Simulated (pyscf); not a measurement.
**HO–Nb(F)(F)(F)–SH, singlet**

Gas-phase minimum from PySCF at ωB97X-D3(BJ)/def2-SVP, one conformer. 

SMILES: [OH][Nb]([F])([F])([F])[SH]
```xyz
8

O     -0.6028    -0.8263    -0.7023
Nb    -0.4101     1.0159    -0.7566
F     -1.0656     1.2973     0.9482
F      1.4087     0.9854    -1.0815
F     -0.4693     2.8597    -1.1132
S     -1.9191     0.8403    -2.5739
H     -0.9117    -1.7044    -0.9430
H     -1.9767     2.1571    -2.8517
```

Bonds (Å): O1–Nb2 1.853, O1–H7 0.961, Nb2–F3 1.848, Nb2–F4 1.848, Nb2–F5 1.879, Nb2–S6 2.369, S6–H8 1.347. Bond angles (°): Nb2–O1–H7 159.1, O1–Nb2–F3 95.0, O1–Nb2–F4 95.2, O1–Nb2–F5 167.9, O1–Nb2–S6 83.3, F3–Nb2–F4 120.9, F3–Nb2–F5 90.8, F3–Nb2–S6 119.5, F4–Nb2–F5 90.8, F4–Nb2–S6 119.4, F5–Nb2–S6 84.7, Nb2–S6–H8 96.5.

Properties at ωB97X-D3(BJ)/def2-SVP:

```yaml
harmonic_wavenumbers_unscaled: 87, 128, 177, 196, 222, 259, 264, 382, 410, 441, 546, 668, 709, 739, 746, 800, 2771, 3968 cm⁻¹
zero_point_energy: 19.3 kcal/mol
rotational_symmetry_number: 1
Entropy of this conformer at 298 K and 1 atm, rigid rotor and harmonic oscillator, modes under 100 cm⁻¹ raised to 100: 381.4 J/(mol K)
dipole_moment: 2.48 D
```

Single-point totals, which compare only within one level:

| level | total energy (hartree) |
|---|---|
| ωB97X-D3(BJ)/def2-TZVP | -831.65521 |
| PBE/def2-TZVP | -831.10708 |
| r²SCAN/def2-TZVP | -831.46265 |
| B3LYP-D3(BJ)/def2-TZVP | -831.65090 |
| PBE0-D3(BJ)/def2-TZVP | -831.08437 |
| M06-2X/def2-TZVP | -831.32220 |
| ωB97M-D3(BJ)/def2-TZVP | -831.65748 |

Soft torsions are taken as harmonic, which can shift the entropy by several J/(mol K). Elements past Kr carry the def2 core potentials, without spin-orbit coupling.
